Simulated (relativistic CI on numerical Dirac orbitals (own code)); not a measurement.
## d3 in a ligand field

Computed with a parametric ligand-field model of a d^n configuration (Racah B and C, spin-orbit zeta, crystal field), exact diagonalisation.

Field parameters in Wybourne normalisation: D3d B²₀ = −7Dσ, B⁴₀ = −14Dq − 21Dτ, B⁴₃ = −14√(10/7) Dq; D4h B²₀ = −7Ds, B⁴₀ = 21(Dq − Dt), B⁴₄ = 21√(5/14) Dq; Oh B⁴₀ = 21Dq, B⁴₄ = √(5/14) B⁴₀. The field is a parameter set, without covalency.

**Question.** Ground term and bands for B = 1000, C = 4900, ζ = 0 cm⁻¹, D4h, 10Dq = 18300, Ds = -560, Dt = -770 cm⁻¹?

**Answer.** Ground term 4B1 with 0.00 electrons in the two orbitals of the cubic e set. Spin-allowed: 4B2 18300 cm⁻¹ (546 nm), 4E 24197 cm⁻¹ (413 nm), 4E 32563 cm⁻¹ (307 nm), 4A2 34126 cm⁻¹ (293 nm). Lowest spin-forbidden: 2B1 22007 cm⁻¹ (454 nm), 2A1 22047 cm⁻¹ (454 nm), 2E 22472 cm⁻¹ (445 nm).

**Question.** A d3 ion in Oh symmetry has the ground term 4A2 and bands at 4T2 5500 cm⁻¹ (1818 nm), 4T1 9208 cm⁻¹ (1086 nm), 2E 13097 cm⁻¹ (764 nm), 2T1 13647 cm⁻¹ (733 nm), 4T1 16892 cm⁻¹ (592 nm), 2A1 16940 cm⁻¹ (590 nm). Which parameters reproduce them?

**Answer.** B = 640, C = 2960, ζ = 0 cm⁻¹, Oh, 10Dq = 5500 cm⁻¹.

**Question.** Ground term and bands for B = 770, C = 3830, ζ = 0 cm⁻¹, D4h, 10Dq = 25900, Ds = -1500, Dt = 370 cm⁻¹?

**Answer.** Ground term 4B1 with 0.00 electrons in the two orbitals of the cubic e set. Spin-allowed: 4E 22195 cm⁻¹ (451 nm), 4B2 25900 cm⁻¹ (386 nm), 4E 29363 cm⁻¹ (341 nm), 4A2 36842 cm⁻¹ (271 nm). Lowest spin-forbidden: 2E 14822 cm⁻¹ (675 nm), 2B1 17135 cm⁻¹ (584 nm), 2A1 17411 cm⁻¹ (574 nm).

**Question.** Ground term and bands for B = 360, C = 1580, ζ = 0 cm⁻¹, D3d, 10Dq = 22750, Dσ = -240, Dτ = 460 cm⁻¹?

**Answer.** Ground term 4A2 with 0.01 electrons in the two orbitals of the cubic e set. Spin-allowed: 4A1 23902 cm⁻¹ (418 nm), 4E 24717 cm⁻¹ (405 nm), 4A2 27548 cm⁻¹ (363 nm), 4E 29659 cm⁻¹ (337 nm). Lowest spin-forbidden: 2E 6612 cm⁻¹ (1513 nm), 2E 7645 cm⁻¹ (1308 nm), 2A2 8026 cm⁻¹ (1246 nm).

**Question.** Ground term and bands for B = 400, C = 1670, ζ = 0 cm⁻¹, D4h, 10Dq = 9200, Ds = -1500, Dt = 110 cm⁻¹?

**Answer.** Ground term 4B1 with 0.00 electrons in the two orbitals of the cubic e set. Spin-allowed: 4E 6561 cm⁻¹ (1524 nm), 4B2 9200 cm⁻¹ (1087 nm), 4E 11402 cm⁻¹ (877 nm), 4A2 13910 cm⁻¹ (719 nm). Lowest spin-forbidden: 2E 5038 cm⁻¹ (1985 nm), 2B1 7514 cm⁻¹ (1331 nm), 2A1 8014 cm⁻¹ (1248 nm).
